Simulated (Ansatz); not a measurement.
These are frozen-core CCSD(T)/cc-pVTZ // B3LYP-D3(BJ)/def2-TZVP (Ansatz, a program for electronic structure) values and carry that method's errors. The geometry is that of the parent before the electron was removed.

Ansatz 0.2 input:
```yaml
crystal:
  periodic: [false, false, false]
  atoms:
    - { symbol: S, position_ang: [1.615399, -0.558666, -0.091258] }
    - { symbol: Al, position_ang: [-0.502849, -0.117894, -0.010721] }
    - { symbol: Cl, position_ang: [-1.859018, -1.697078, -0.110503] }
    - { symbol: Cl, position_ang: [-1.195478, 1.843683, 0.163314] }
    - { symbol: H, position_ang: [1.958722, 0.738843, 0.006897] }
basis:
  gaussian: { orbitals: cc-pVTZ }
correlation:
  method: ccsd_t
total_charge: 1
magnetization:
  spin_polarized: true
  initial_magnetization: 1
```

Output:

```
Functional definition: HF
890 factors; integrals over basis functions are off by at most 1.1e-3 eV
mean field evaluation 1: about -42418.5918 eV, gradient 2.0e1 eV
mean field evaluation 2: about -42418.6028 eV, gradient 2.0e1 eV
mean field evaluation 4: about -42421.3143 eV, gradient 1.9e0 eV
mean field evaluation 8: about -42421.3612 eV, gradient 1.1e-3 eV
mean field evaluation 16: about -42421.3416 eV, gradient 2.2e-1 eV
mean field evaluation 32: about -42419.2727 eV, gradient 1.4e0 eV
mean field evaluation 64: about -42419.6114 eV, gradient 3.5e-1 eV
mean field evaluation 96: about -42419.6354 eV, gradient 4.2e-1 eV
mean field -42421.36117880 eV, -1558.9562690894 hartree, gradient 7.3e-6 eV, S^2 0.763057; 4 other end points of the search recorded, 0 dependent functions left out
determinant -42421.36117880 eV, -1558.9562690894 hartree, with singles and doubles -42438.59537591 eV, -1559.5896141515 hartree
determinant -42419.23873767 eV, -1558.8782708168 hartree, with singles and doubles -42437.05480866 eV, -1559.5329993493 hartree
20 core orbitals not correlated
reference -42421.36117880 eV, -1558.9562690894 hartree; 12, 11 occupied and 118, 119 virtual orbitals, 890 factors
second order -15.66925752 eV of doubles, -0.00000000 eV of singles
cycle   1  -17.14009378 eV  change   -6.2e-1 eV  update   2.2e-2
cycle   2  -17.16417106 eV  change   -2.4e-2 eV  update   5.6e-3
cycle   3  -17.16493265 eV  change   -7.6e-4 eV  update   3.6e-3
cycle   4  -17.16644750 eV  change   -1.5e-3 eV  update   2.1e-3
cycle   5  -17.16719758 eV  change   -7.5e-4 eV  update   1.4e-3
cycle   6  -17.16736829 eV  change   -1.7e-4 eV  update   5.6e-4
cycle   7  -17.16743273 eV  change   -6.4e-5 eV  update   3.2e-4
cycle   8  -17.16738412 eV  change    4.9e-5 eV  update   7.1e-5
cycle   9  -17.16737577 eV  change    8.4e-6 eV  update   3.2e-5
cycle  10  -17.16736759 eV  change    8.2e-6 eV  update   9.9e-6
perturbative correction -0.72828574 eV, -0.0267640074 hartree
Total energy: -42439.25683213 eV, -1559.6139222195 hartree
```

Cost: roughly 2.5 core-minutes.
